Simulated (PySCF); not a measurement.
## Computed properties of C4H6ClF, SMILES [C@@H](C)(/C=C\Cl)F

C4H6ClF, SMILES C(/[C@@H](C)F)=C/Cl. The structure is a stationary point at PBE0-D3(BJ)/def2-SVP. The structure was generated by enumeration; whether it is a known compound was not checked. The values are those of a single conformer. All values are computed for the isolated molecule unless a solvent is named; none is compared with measurement here.

**Structure.** All 30 harmonic modes at PBE0-D3(BJ)/def2-SVP (PySCF) are real, so it is a minimum. With heavy atoms numbered as in [CH3:1][C@@H:2]([F:3])/[CH:4]=[CH:5]\[Cl:6], the shortest bond between them is C4–C5 at 1.331 Å and the longest C5–Cl6 at 1.730 Å.

**Vibrations.** The strongest infrared lines (harmonic, unscaled, degenerate partners summed) lie at 1133 cm⁻¹ (62 km/mol, C 61 %, H 31 %), 1161 cm⁻¹ (55 km/mol, H 47 %, C 46 %), 726 cm⁻¹ (49 km/mol, H 74 %, C 26 %). The softest mode is at 51 cm⁻¹ and the zero-point energy is 58.0 kcal/mol.

**Electronic structure.** B3LYP/def2-TZVP (PySCF) places the frontier levels at -7.30 and -0.64 eV, a gap of 6.66 eV, and gives a dipole moment of 1.27 D and a mean polarisability of 61.2 bohr³. PBE/def2-TZVP (PySCF) at the same geometry gives -6.34 and -1.40 eV, so its gap is 1.72 eV narrower. An orbital gap is neither the optical nor the fundamental gap.

**Excitations.** TDA-M06-2X/def2-SVPD (PySCF) has S1 at 6.81 eV (182 nm, f = 0.003, weak); the most intense of the 10 singlets computed lies at 7.08 eV (f = 0.26). T1 (TDA) is at 4.49 eV, 2.32 eV under S1. TDA-PBE/def2-SVPD (PySCF) puts S1 at 6.14 eV. No vertical singlet excitation falls in the visible range (under 3.1 eV).

**NMR.** GIAO shifts at PBE0/pcSseg-1 (PySCF) (non-relativistic, atoms alike by connectivity averaged): ¹³C from 23.3 to 146.3 ppm against TMS; ¹H from 1.7 to 6.5 ppm against TMS; ¹⁹F at -214.8 ppm against CFCl3. Without spin–orbit terms, shifts of atoms bonded to Cl or Br come out too high.

**Solvation.** SMD-PBE0/6-31G* (PySCF) gives -0.4 kcal/mol in water, -3.9 kcal/mol in benzene, -4.3 kcal/mol in tetrahydrofuran (1 M in both phases, gas-phase geometry).
